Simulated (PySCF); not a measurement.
## What settings do to a single point of Gd(BH4)3

The sound run of Gd(BH4)3 (singlet in the valence; each metal's 4f electrons, 7 of them, lie in its core potential, out of spins and levels) uses PySCF 2.14.0, RKS r2SCAN, Gd lcecp-1-SVP with ECP53, B def2-SVP, H def2-SVP; non-relativistic Hamiltonian with scalar-relativistic core potentials where named; density fitting; no spin-orbit coupling, grid (50, 194), threshold 1e-8 Eh and 55 cycles, at the relaxed geometry:

```xyz
16

Gd    0.0000    0.0000    0.0000
B     2.4837    0.0130    0.0000
H     3.6872   -0.0116    0.0000
H     1.9771   -0.5722    0.9946
H     1.9771   -0.5722   -0.9946
H     2.0048    1.1661    0.0000
B    -1.2531    2.1444    0.0000
H    -1.8335    3.1990    0.0000
H    -0.4930    1.9984    0.9946
H    -0.4930    1.9984   -0.9946
H    -2.0123    1.1531    0.0000
B    -1.2306   -2.1574    0.0000
H    -1.8537   -3.1874    0.0000
H    -1.4842   -1.4261    0.9946
H    -1.4842   -1.4261   -0.9946
H     0.0075   -2.3193    0.0000
```

There Gd1 has a Mulliken charge of 0.82 e and the dipole about the centre of mass is 0.00 D. Each run below changes one thing and starts from free metal ions and neutral atoms unless it says otherwise; with 55 cycles, smearing, a level shift and second-order steps follow where DIIS fails, and their cycles count. Energy shifts count from the sound run. On f atoms grids over 110 angular points are at least (60, 302).

| change | outcome | cycles | energy shift (eV) | largest force component (eV/Å) | charge on Gd1 (e) | dipole about the centre of mass (D) |
| --- | --- | --- | --- | --- | --- | --- |
| cycle limit 3 | not converged | 3 | – | – | – | – |
| threshold 0.0001 | converged | 6 | 0.0000 | 0.01 | 0.82 | 0.00 |
| grid (10, 14) | converged | 9 | -9.07 | 8.65 | 1.26 | 0.09 |
| start from a density of up to 30 smeared cycles (not counted) | converged | 6 | 0.0000 | 0.01 | 0.82 | 0.00 |

Problem. How does the run with this change end: all coordinates × 0.94?

Solution. outcome converged, cycles 8, energy shift (eV) 1.15, largest force component (eV/Å) 2.05, charge on Gd1 (e) 0.61, dipole about the centre of mass (D) 0.00.

Unsound on purpose, so not properties of the compound: grid (10, 14).

Forces carry noise of the integration grid, about 0.01 to 0.03 eV/Å.

No frequency check is given that shows the relaxed geometry to be a minimum. An lcecp potential fixes the number of 4f electrons, so in runs with it no electron can move into or out of that shell.
